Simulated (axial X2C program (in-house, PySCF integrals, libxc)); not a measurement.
**Potential curves of KTe⁺, spin-free**

All values were computed with an in-house relativistic program for diatomic molecules. Spin-free means the one-electron spin-free X2C Hamiltonian. Basis: Te dyall-cv3z [11s12p8d4f1g], K dyall-cv3z [11s12p6d3f] (cores contracted in-house); Gaussian nuclei, density fitting, unrestricted open shells. Masses: Te 129.906 u, K 38.964 u.

State: M_S = 1, Λ = 0 (beyond evenly filled blocks: π+α, π-α). Energies in eV from the fragments at the same level (Te + K+). Fits are polynomials in 1 − R0/R over 0.85 to 1.23 times the lowest point R0.

| R (Å) | CCSD(T) | PBE0 | MP2 | CCSD |
| --- | --- | --- | --- | --- |
| 3.1494 |  | -0.2954 | -0.2641 |  |
| 3.2942 | -0.3559 | -0.3925 | -0.3679 | -0.3639 |
| 3.4028 | -0.3999 | -0.4312 | -0.4097 | -0.4093 |
| 3.5114 | -0.4220 | -0.4490 | -0.4299 | -0.4326 |
| 3.6200 | -0.4283 | -0.4524 | -0.4347 | -0.4400 |
| 3.7467 | -0.4219 | -0.4434 | -0.4270 | -0.4347 |
| 3.8734 | -0.4059 | -0.4254 | -0.4099 | -0.4196 |
| 4.0363 | -0.3772 | -0.3945 | -0.3802 | -0.3919 |
| 4.2354 |  | -0.3522 | -0.3391 |  |
| 4.5250 |  | -0.2910 | -0.2802 |  |

Correlated methods: 14 electrons correlated (number of frozen shells: Te 4 s, 3 p, 2 d; K 2 s, 1 p), 288 virtual spin orbitals or spinors in MP2, 90 natural virtuals in coupled cluster.

The state is a single determinant with fixed occupations, the lowest that a limited PBE0 search found. Dissociation energies refer to the lowest single-determinant-based atoms at the same level and basis. Coupled cluster ran in a truncated set of natural virtual spinors; the MP2 energy of the rest was added. (T) has no such correction and the atoms are truncated less, which lowers De at CCSD(T) by a hundredth of an eV or more. PBE0 can misorder states that lie within some tenths of an eV, so this need not be the ground state of the molecule. The nearest other spin-free determinant of the search, M_S = 1, Λ = 1, lies 0.44 eV up at the distance of the search. With the outer-core shells frozen, correlated bond lengths of heavy atoms tend to come out a few hundredths of an ångström too long. Spin-free De lacks the spin–orbit lowering of the heavy p-block atom, a tenth of an eV or more for 4p and 5p, up to an eV for 6p and one to two eV for 7p atoms, less what an open-shell molecule gains itself. Coupled cluster ran on the points near the minimum only. MP2 and coupled cluster on one determinant become unreliable at the stretched end.

(1) What are Re, ωe and De at the CCSD(T) level?

(2) Fit the PBE0 curve near its minimum: give the equilibrium distance, the harmonic wavenumber and the well depth.

(3) Fit the MP2 curve near its minimum: give the equilibrium distance, the harmonic wavenumber and the well depth.

(4) Fit the CCSD curve near its minimum: give the equilibrium distance, the harmonic wavenumber and the well depth.

Results:

(1) At CCSD(T), spin-free: Re = 3.621 Å, ωe ≈ 91.6 cm⁻¹, De = 0.43 eV to Te + K+; Be follows as 0.0429 cm⁻¹.

(2) At PBE0, spin-free: Re = 3.594 Å, ωe ≈ 92.4 cm⁻¹, De = 0.45 eV to Te + K+; Be follows as 0.0435 cm⁻¹.

(3) At MP2, spin-free: Re = 3.608 Å, ωe ≈ 92.5 cm⁻¹, De = 0.43 eV to Te + K+; Be follows as 0.0432 cm⁻¹.

(4) At CCSD, spin-free: Re = 3.631 Å, ωe ≈ 90.7 cm⁻¹, De = 0.44 eV to Te + K+; Be follows as 0.0427 cm⁻¹.
